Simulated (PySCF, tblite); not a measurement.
Isomers of C4H16N2OSi2, one GFN2-xTB conformer each. Single-point energies are computed at PBE0/pcSseg-1 (PySCF, gas phase, no added dispersion term), electronic only.

```csv
SMILES,GFN2-xTB relative energy (kJ/mol)
CC[C@@H](O[SiH3])[Si@@H](N)NC,0.0
C[Si](C)(C)OC[SiH](N)N,97.5
```

Conformers: `[CH3:1][CH2:2][C@@H:3]([O:4][SiH3:5])[Si@@H:6]([NH2:7])[NH:8][CH3:9]` with C1–C2–C3–O4 -59°, C2–C3–O4–Si5 -71°, C2–C3–Si6–N7 135°, C3–Si6–N7–H 43° and 180°, C3–Si6–N8–C9 178°; `[CH3:1][Si:2]([CH3:3])([CH3:4])[O:5][CH2:6][SiH:7]([NH2:8])[NH2:9]` with Si2–O5–C6–Si7 177°, O5–C6–Si7–N8 55°, C6–Si7–N8–H 78° and -56°, C6–Si7–N9–H 30° and 168°.

Question: What does PBE0/pcSseg-1 give for the same structures?

Answer: 
```
                       SMILES  PBE0/pcSseg-1 E (Eh)  PBE0/pcSseg-1 (kJ/mol)  GFN2-xTB (kJ/mol)  point group
       C[Si](C)(C)OC[SiH](N)N            -925.18537                     0.0               97.5           C1
CC[C@@H](O[SiH3])[Si@@H](N)NC            -925.11936                   173.3                0.0           C1
```

GFN2-xTB puts CC[C@@H](O[SiH3])[Si@@H](N)NC lowest instead. 

Question: Which frontier levels, dipoles and rotational constants go with these structures?

Answer: 
| SMILES | HOMO (eV, PBE0/pcSseg-1) | LUMO (eV) | dipole (D) | A, B, C (MHz) |
| --- | --- | --- | --- | --- |
| C[Si](C)(C)OC[SiH](N)N | -6.96 | 0.86 | 1.45 | 1825, 559.5, 540.7 |
| CC[C@@H](O[SiH3])[Si@@H](N)NC | -6.37 | 0.47 | 0.59 | 1388, 695.5, 657.1 |

Question: What happens when harmonic zero-point energies from GFN2-xTB frequencies are added?

Answer: 
```json
{"SMILES": "C[Si](C)(C)OC[SiH](N)N", "ZPE (kJ/mol)": "529.0", "electronic (kJ/mol)": "0.0", "with ZPE (kJ/mol)": "0.0"}
{"SMILES": "CC[C@@H](O[SiH3])[Si@@H](N)NC", "ZPE (kJ/mol)": "522.0", "electronic (kJ/mol)": "173.3", "with ZPE (kJ/mol)": "166.4"}
```

The zero-point energies span 7.0 kJ/mol. The order is unchanged.
